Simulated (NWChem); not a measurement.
Total energies of Mg (+1)

```xyz
1

Mg     0.0000     0.0000     0.0000
```
Charge +1, spin multiplicity 2.

All runs are NWChem calculations.

Basis set: 3-21G (13 functions).

| method | total energy (Ha) |
|---|---|
| UHF | -198.22560 |
| UMP2 | -198.22560 |
| UB2PLYP | -198.52620 |
| UPBE | -198.50026 |
| UB3LYP | -198.64773 |
| ULC-wPBE (omega 0.3 per bohr) | -198.51619 |

Total energies of different functionals aren't comparable as a measure of quality: only differences taken within one method are. 

The correlated methods keep 5 core orbitals frozen. B3LYP has NWChem's definition, with VWN1-RPA local correlation. No SCF solution was tested for a lower state. Open-shell Hartree-Fock references start from PBE0 orbitals.
